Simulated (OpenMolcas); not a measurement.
# Ta3+: moving or changing the point charges

Ta3+ among 4 point charges of -1 e arranged as a tetrahedron (Td), 2.07 Å from the ion.
```
   1.1951    1.1951    1.1951  -1.00
   1.1951   -1.1951   -1.1951  -1.00
  -1.1951    1.1951   -1.1951  -1.00
  -1.1951   -1.1951    1.1951  -1.00
```

```yaml
Program: OpenMolcas 26.06
Method: CASSCF
Basis: ANO-RCC-VDZP [7s6p4d2f1g]
Scalar_Hamiltonian: DKH2, point nucleus
Active_space: 2 electrons in 5 orbitals (5d)
State_averaging: 2S+1 = 3 even, 10 roots; 2S+1 = 1 even, 15 roots
Spin-orbit_coupling: RASSI with atomic mean-field integrals over the reference wave functions
```

Runs around this geometry, states (labels of Td). Energies in cm-1 above the lowest state or level, χT in cm3 K/mol; 10Dq and B are least-squares fits to the states below 45000 cm-1, weighted by degeneracy, with a free offset, and given where the rms deviation is under 5 % of |10Dq| (or 100 cm-1) and under 700 cm-1; 10Dq is negative for this site.

```tsv
R (Å)	q (e)	Ground state	First state of that spin	10Dq	B (rms of fit)	First gap with spin-orbit (degeneracies)	χT at 300 K	First state of another spin
2.07	-0.65	3A2	3T2 2634	-2660	674 (66)	1363 (3, 2)	0.121	1E 9967
2.07	-1	3A2	3T2 3666	-3665	651 (166)	2092 (3, 2)	0.087	1E 9990
2.28	-1	3A2	3T2 2610	-2633	670 (88)	1345 (3, 2)	0.122	1E 9942
```

Taking |10Dq| as R^-n, n = -ln(2633 / 3665) / ln(2.28 / 2.07) = 3.4 between the shortest and longest distance. The point-charge formula for a cubic d site gives n = 5.

Scaling the charges by -0.65 / -1 = 0.65 scales |10Dq| by 2660 / 3665 = 0.73; with fixed orbitals a first-order splitting would follow the charge.

Without dynamic correlation the repulsion within the d shell is too large (B by tens of per cent), so at a given field states of lower spin stand too high. Spin-orbit coupling mixes the spin-free states strongly: the lowest level takes only 46 % from its leading state, 3A2 (figures for R = 2.07, q = -0.65; the like holds for R = 2.07, q = -1, R = 2.28, q = -1). The ground term spreads over less than 5000 cm-1, several times less than with real ligands, so orbital moments are less quenched and χT lies further from the spin-only value than at real sites (holds for R = 2.07, q = -0.65; R = 2.28, q = -1). This is an electrostatic model: the charges have no orbitals. No measured value stands beside these numbers.
